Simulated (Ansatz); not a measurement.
Ga6Sb6⁺. The state is a doublet with charge 1. Geometry PBE-D4/def2-SVP, that of the neutral singlet.

Cartesian coordinates in Å:
```
Ga 0.2708 -1.6404 -2.1253
Ga -2.2850 -1.4659 -0.1897
Ga 2.2427 0.2546 -0.8625
Ga 0.6882 2.5754 1.5971
Ga -0.6063 0.8173 -0.5298
Ga -1.1426 0.4288 1.9297
Sb 2.7049 -1.2141 -2.9216
Sb 0.7873 -1.7870 0.5440
Sb -2.0537 -0.4455 -2.5819
Sb -1.7404 -2.1457 2.2405
Sb 1.3144 2.7310 -0.9498
Sb -0.1803 1.8916 3.8493
```

In the def2 sets Sb takes a core potential; there is no spin–orbit coupling. Single mean-field runs in def2-TZVP are fitted with def2-universal-jkfit.

(1) Estimate the α-spin orbital energies around the gap (eV) in Ansatz with PBE-D4/def2-TZVP, PBE0-D4/def2-TZVP.

## Answers

(1) 
```
orbital  PBE-D4/def2-TZVP  PBE0-D4/def2-TZVP
 HOMO−5             -8.88              -9.76
 HOMO−4             -8.86              -9.65
 HOMO−3             -8.64              -9.40
 HOMO−2             -8.58              -9.35
 HOMO−1             -8.40              -9.24
   HOMO             -8.16              -8.73
   LUMO             -6.92              -6.55
 LUMO+1             -6.45              -5.94
 LUMO+2             -6.06              -5.52
 LUMO+3             -5.99              -5.40
 LUMO+4             -5.83              -5.22
 LUMO+5             -5.69              -5.12
 β HOMO             -8.11              -8.54
 β LUMO             -7.77              -7.34
```
